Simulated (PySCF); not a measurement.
BF2Br, SMILES FB(F)Br.

The structure is a stationary point at PBE0-D3(BJ)/def2-SVP.

Calculation: TDA-CAM-B3LYP/def2-SVPD (PySCF).

Vertical excitations. Isolated molecule, no solvent. State labels are in the subgroup C2v.

Computed UV-visible absorptions:
| state | symmetry | energy (eV) | λ (nm) | f | main pairs |
|---|---|---|---|---|---|
| S1 | A2 | 6.99 | 177 | 0.000 | HOMO→LUMO+1 100 % |
| S2 | B2 | 7.78 | 159 | 0.049 | HOMO→LUMO 90 % |
| S3 | A1 | 7.91 | 157 | 0.119 | HOMO−1→LUMO+1 91 % |
| S4 | B1 | 8.06 | 154 | 0.068 | HOMO−1→LUMO 88 % |
| S5 | B2 | 8.85 | 140 | 0.029 | HOMO→LUMO+2 61 %, HOMO→LUMO+5 28 % |
| S6 | B1 | 9.13 | 136 | 0.014 | HOMO−1→LUMO+2 40 %, HOMO−2→LUMO+1 26 %, HOMO−1→LUMO+5 26 % |
| S7 | B1 | 9.32 | 133 | 0.040 | HOMO−2→LUMO+1 69 %, HOMO−1→LUMO+2 13 % |
| S8 | A2 | 9.53 | 130 | 0.000 | HOMO→LUMO+4 98 % |
| S9 | B2 | 9.59 | 129 | 0.054 | HOMO→LUMO+5 58 %, HOMO→LUMO+2 33 % |
| S10 | A1 | 9.67 | 128 | 0.003 | HOMO→LUMO+3 74 %, HOMO−1→LUMO+4 24 % |
| T1 | A2 | 6.83 | 182 | 0 | HOMO→LUMO+1 99 % |
| T2 | A1 | 6.86 | 181 | 0 | HOMO−1→LUMO+1 99 % |
| T3 | B2 | 7.35 | 169 | 0 | HOMO→LUMO 73 % |
| T4 | B1 | 7.63 | 163 | 0 | HOMO−1→LUMO 72 % |
Triplets are in the Tamm–Dancoff approximation.
